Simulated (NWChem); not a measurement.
System: GeSiH6O2; SMILES O[SiH2][O][GeH3]

The following NWChem deck was run.

```
start job
memory heap 200 mb stack 900 mb global 1100 mb
geometry units angstroms noautosym nocenter noautoz
  O      0.872669    -2.282499     0.383496
  Si    -0.577484    -1.662992    -0.140721
  O     -0.432462    -0.113015    -0.694390
  Ge     0.034615     1.441840     0.040717
  H      1.538662    -2.449508    -0.289838
  H     -1.120175    -2.456153    -1.279854
  H     -1.460821    -1.720831     1.054947
  H     -0.719600     2.524093    -0.744164
  H      1.556756     1.607621    -0.107181
  H     -0.376847     1.434964     1.525234
end
basis spherical
  O library pcsseg-1
  Si library pcsseg-1
  Ge library pcsseg-1
  H library pcsseg-1
end
dft
  xc xpbe96 cpbe96
  iterations 150
end
property
  shielding
end
task dft property
```

Coordinates come from a PBE0/def2-SVP optimisation.

GIAO values for the isolated, static molecule; σ is the absolute isotropic shielding, δ = σ(reference) − σ with the isolated reference molecule computed at the same levels (1H: tetramethylsilane, 17O: water, 29Si: tetramethylsilane).

Atoms are numbered as in the input.

**Question.** Predict the main results of this run. (PBE/pcSseg-1, GIAO.) Quantities: δ O1 (ppm); δ Si2 (ppm); δ O3 (ppm); δ H5 (ppm); δ H6 (ppm); δ H7 (ppm); δ H8 (rotor mean) (ppm).

**Answer.** 
* **δ O1 (ppm)**: 75.8
* **δ Si2 (ppm)**: -27.6
* **δ O3 (ppm)**: 60.5
* **δ H5 (ppm)**: 1.76
* **δ H6 (ppm)**: 5.25
* **δ H7 (ppm)**: 4.94
* **δ H8 (rotor mean) (ppm)**: 5.38
